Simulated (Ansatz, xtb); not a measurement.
## Two structures of H3PSeSi+

Structure a is a doublet given by its coordinates and structure b is the doublet with the links of `[SiH2]1[P][SeH+]1`. Both are isolated ions in the gas phase, relaxed with B3LYP/6-31G*.

a (Å):

```
atom    x (Å)    y (Å)    z (Å)
   P  -2.0518   0.4215  -1.4828
  Se   1.4113  -1.2804  -0.7801
  Si  -0.7026  -1.3492  -1.3095
   H  -1.0972   1.3146  -2.0342
   H  -2.6348  -0.0053  -2.7070
   H  -1.3110  -2.6992  -1.2878
```

Close contacts (Å): P1–Si3 2.23, Se2–Si3 2.18, P1–H4 1.42, P1–H5 1.42, Si3–H6 1.48.

b (Å):

| atom | x (Å) | y (Å) | z (Å) |
| --- | --- | --- | --- |
| P | 0.4092 | -0.6391 | -2.7384 |
| Se | -0.1312 | -1.1177 | -0.4412 |
| Si | -1.5873 | 0.0325 | -1.9696 |
| H | -1.7505 | 1.4136 | -1.4826 |
| H | -2.7817 | -0.7759 | -2.2741 |
| H | -0.6571 | -2.4842 | -0.7060 |

Energies in hartree; the thermal terms are from B3LYP/6-31G* harmonic frequencies (ideal gas, rigid rotor, one conformer each, 298.15 K, 1 atm) and include the zero-point energy:

|  | a | b |
| --- | --- | --- |
| E, CCSD(T)/def2-SVP | −3030.967410 | −3030.963051 |
| E, MP2/def2-SVP | −3030.911994 | −3030.909254 |
| E, MP2/def2-TZVPP | −3031.515606 | −3031.516690 |
| zero-point energy | 0.027007 | 0.026901 |
| H(298 K) − E | 0.033411 | 0.032788 |
| G(298 K) − E | −0.003958 | −0.002947 |

Correct the CCSD(T) difference for the basis set by the MP2 change, then work out ΔE, ΔE₀, ΔH and ΔG for a → b in kcal/mol (1 Eh = 627.51 kcal/mol) and the equilibrium ratio [b]/[a].

1. Differences b − a: CCSD(T) +0.004359, MP2 in the small set +0.002740, MP2 in the large set −0.001084 Eh.
2. ΔE = +0.004359 + (−0.001084 − (+0.002740)) = +0.000535 Eh = +0.34 kcal/mol.
3. ΔE₀ = ΔE + ΔZPE = +0.000535 + (−0.000106) Eh = +0.27 kcal/mol.
4. ΔH = ΔE + (−0.000623) Eh = −0.06 kcal/mol.
5. ΔG = ΔE + (+0.001011) Eh = +0.97 kcal/mol, so ΔS = (ΔH − ΔG)/T = −14.4 J/(mol K).
6. kT = 0.9442 mEh, so K = [b]/[a] = exp(−ΔG/kT) = exp(−1.64) ≈ 0.19.

The two are too close for this level to say which is favoured. An error of 1 kcal/mol in ΔG would change K by a factor of 5.4. Mirror images and further conformers aren't counted.

Other levels gave ΔE = +2.7 (B3LYP/6-31G*); +6.9 (HF/def2-SVP); +1.7 (MP2/def2-SVP); +2.7 (CCSD(T)/def2-SVP) kcal/mol. Open shells are spin-unrestricted. The correlated steps freeze 19 core orbitals; the filled d shell of Se is correlated, in a basis made for valence electrons. Programs: Ansatz 0.2.0.
